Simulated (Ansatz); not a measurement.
`CSB(C)Br` → `[CH2]` (triplet) + `CB(S)Br`  (formal loss of a carbene)

Computed with Ansatz on PBE0-D4/def2-TZVP structures; ΔE is electronic, products minus reactants. CCSD(T)/CBS is the MP2 limit (def2-TZVPP, def2-QZVPP) plus CCSD(T) − MP2 in def2-TZVPP, frozen cores. This one scheme is used for every species. DFT in def2-TZVPP. B3LYP here is the variant with VWN-RPA as its local correlation; programs differ in this. Triplets are unrestricted, without spin–orbit coupling. For Br outer-core shells are correlated without core-valence functions, which leaves a few kJ/mol of doubt a bond. Scalar relativity is left out up to krypton. Each species was taken in one conformer, which may not be the lowest.

| level | ΔE (eV) |
| --- | --- |
| r2SCAN-D4 | 4.29 |
| B3LYP-D4 | 4.44 |
| CCSD/def2-TZVPP | 4.24 |
| HF/CBS(def2) | 2.92 |

(1) What does CCSD(T)/CBS give? (An estimate is asked.)

Largest T1 diagnostic among the species: 0.011.

Results:

(1) Ansatz gave: +4.51 eV. The listed levels differ from it by -0.22, -0.07, -0.27, -1.59 eV.

The D4 term adds +0.13 eV with B3LYP and +0.07 eV with PBE0; it sums over pairs of atoms, weighted by their polarisabilities, and B3LYP, whose exchange is more repulsive, gets the larger term. In def2-TZVPP, CCSD(T) changes the Hartree–Fock value by +1.45 eV (the triples alone add +0.13 eV) and MP2 by +1.61 eV. From PBE to PBE0 (25 % exact exchange), in def2-TZVPP and without D4, ΔE moves by −0.09 eV.
